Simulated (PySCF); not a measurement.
C₂H₃F₂, SMILES C[C](F)F (connectivity only; charge and spin as stated), charge +1, multiplicity 1.

Geometry: PBE-D3(BJ)/def2-SVP. The spin state was assumed, not searched. The isomer is the one that the SMILES or the coordinates give; other isomers of the formula were not compared.

Calculation: ωB97X/def2-TZVPD (PySCF).

```yaml
total_energy: -277.41600 hartree
highest_occupied_level: -21.21 eV
lowest_empty_level: -7.24 eV
orbital_gap: 13.96 eV
dipole_moment_about_the_centre_of_nuclear_charge: 2.78 D
mean_static_polarisability: 24.2 bohr³ (3.59 Å³)
polarisability_principal_values: 19.3, 24.9, 28.5 bohr³
```
